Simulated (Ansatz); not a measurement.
Isolated molecules relaxed with PBE0-D4/def2-TZVP in Ansatz; ΔE leaves out vibrations. CBS: MP2 limit from def2 TZ/QZ plus the TZ coupled-cluster correction, frozen cores. Functionals use def2-TZVPP. For Br, Ga outer-core shells are correlated without core-valence functions, which leaves a few kJ/mol of doubt a bond. Scalar relativity is left out up to krypton. Each species was taken in one conformer, which may not be the lowest.

Consider the redistribution: `[NH2][Ga]([F])[SiH2]F` + `N[SiH](F)Br` → `F[SiH2][SiH](F)Br` + `[NH2][Ga]([NH2])[F]`.

| level | ΔE (kcal/mol) |
| --- | --- |
| PBE-D4 | 17.4 |
| PBE0-D4 | 17.5 |

What does CCSD(T)/CBS give? (Estimate.)

The calculation gave: +16.9 kcal/mol. The listed levels differ from it by 0.5, 0.6 kcal/mol.

Largest T1 diagnostic among the species: 0.014.

At CCSD(T), def2-SVP lies −0.9 kcal/mol from the extrapolated value and def2-TZVPP −0.2 kcal/mol. Leaving LDA and LC-ωPBE aside and taking each functional with its dispersion term where it has one, the values, not all of them listed here, spread over 2.1 kcal/mol, from revPBE-D4 to ωB97M-V. LDA lies +1.3 kcal/mol from PBE without D4.

CCSD(T)/CBS has its own doubt, a few kJ/mol and more with outer-core shells, so smaller differences from it don't rank the levels.
